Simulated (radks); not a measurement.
Problem. These are the eigenvalues of the occupied orbitals of an atom or ion with whole-number occupations (Ry). Method: scalar-relativistic Kohn-Sham, BP86, spin-polarised, spherical densities, point nucleus; computed with a radial shooting solver on a logarithmic mesh with Libxc functionals.

| orbital | eigenvalue |
|---|---|
| 1s down | -323.3303 |
| 1s up | -323.3299 |
| 2s up | -34.88613 |
| 2s down | -34.87115 |
| 2p up | -28.55610 |
| 2p down | -28.54448 |
| 3s up | -4.07166 |
| 3s down | -4.01670 |
| 3p up | -2.49885 |
| 3p down | -2.44342 |
| 4s up | -0.32601 |
| 4s down | -0.30510 |
| 3d up | -0.26719 |

Which element is it, and in what charge state? The configuration may be excited. Open shells, if any, are filled with parallel spins first.

Solution. Z = 21, scandium, charge 0: Sc in [Ar] 3d1 4s2. The list shows which subshells hold electrons but not how many an open one holds; the 1s level, -161.67 hartree, gives Z - s = 18.0 by -(Z - s)^2/2, which with screening and relativity narrows Z to a few neighbours, and the depths of the outer levels then fix element, charge and occupations together.
